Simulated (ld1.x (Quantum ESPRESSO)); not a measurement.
## What the settings do to the TM potential of Ni (Z = 28)

Base potential:

nickel, norm-conserving Troullier–Martins (Kleinman–Bylander form), made with ld1.x (Quantum ESPRESSO) 7.5 (PW91, scalar-relativistic). Core [Ne], reference 3s2 3p6 3d8 4s2 4p0. Waves: 3s (bound): rc 0.65 bohr; 3p (bound): rc 1.00 bohr; 3d (bound): rc 1.50 bohr. Local part: all-electron potential smoothed inside 0.90 bohr (lloc = -2). Core correction: Bessel-smoothed model core inside 0.50 bohr.

Occupied shells without a wave of their own: 4s. They enter only through the test configuration that unscreens the potential, and ld1.x also counts them in the model core charge.

All-electron outer shells of the reference configuration (PW91, scalar-relativistic, ld1.x):

```csv
shell,level (eV),outermost node (bohr),outermost maximum (bohr)
2s,-982.05,0.07,0.21
2p,-845.09,–,0.16
3s,-111.06,0.30,0.64
3p,-71.44,0.27,0.65
3d,-8.95,–,0.63
4s,-5.70,0.92,2.24
4p,-1.28,1.00,3.17
```

Cutoffs, loose and tight: the cutoffs (Ry, on a coarse ladder) from which the occupation-weighted sum of valence levels, in a spherical-Bessel basis at the reference potential, stays within 10 and 1 mRy of its value at 400 Ry. They do not see the model core or the augmentation charge, which bear on the density cutoff. Test errors are all-electron minus pseudo excitation energies from the reference, over the configurations 3s2 3p6 3d8 4s1 4p0; 3s2 3p6 3d8 4s0 4p0; 3s2 3p6 3d7 4s0 4p0; 3s2 3p5 3d8 4s2 4p0; 3s2 3p6 3d6 4s0 4p0; 3s2 3p6 3d8 4s1 4p1; 3s2 3p6 3d9 4s0 4p0. A dash means not determined; rows that change the core or the reference have their own tests.

With those shells counted twice in exchange and correlation these files are broken, and their errors move erratically; no question is asked of them.

```tsv
change	outcome	cutoff, loose	cutoff, tight	bound ghosts	largest test error (meV)
base	generated	260 Ry	over 300 Ry	none	-658
wave 3d (bound): rc 1.50 bohr becomes 3d (bound): rc 2.16 bohr	generated	260 Ry	over 300 Ry	none	-773
wave 3s (bound): rc 0.65 bohr becomes 3s (bound): rc 0.80 bohr	generated	230 Ry	over 300 Ry	none	-699
local potential all-electron potential smoothed inside 1.24 bohr (lloc = -2)	generated	260 Ry	300 Ry	none	-1904
type PAW; waves now 3s (bound): rc 0.65 bohr; 4s (bound): rc 0.65 bohr; 3p (bound): rc 1.00 bohr; 4p (bound): rc 1.00 bohr; 3d (bound): rcut 1.30, rcutus 1.50 bohr; 3d channel at 1.25 Ry: rcut 1.30, rcutus 1.50 bohr; local potential all-electron potential smoothed inside 0.70 bohr (lloc = -1); augmentation PSQ, inside the norm-conserving radii	failed: invmat: error in DGETRF	–	–	–	–
local potential the s channel	generated	260 Ry	over 300 Ry	none	-1419
core correction Bessel-smoothed model core inside 0.72 bohr	generated	260 Ry	over 300 Ry	none	-658
```
